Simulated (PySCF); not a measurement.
Vertical excitations of a molecule C3H6BFO2 from TDA-LC-ωPBE/def2-SVPD in PySCF 2.14.0, as energy in eV (oscillator strength): 3.37 (0.001), 7.27 (0.007), 7.68 (0.004), 8.00 (0.003), 8.12 (0.102), 8.33 (0.002), 8.37 (0.060), 8.83 (0.001), 8.89 (0.045), 9.17 (0.184). Lowest triplet (TDA): 2.58 eV. Coordinates come from a r2SCAN-D4/def2-SVP optimisation. Other conformers were not sampled.

**Question.** Identify the compound among the candidates.
A. COCB(F)C=O
B. C=C(F)B(O)OC
C. OB(O)C/C=C/F
D. CCC(=O)B(O)F

**Answer.** D, CCC(=O)B(O)F
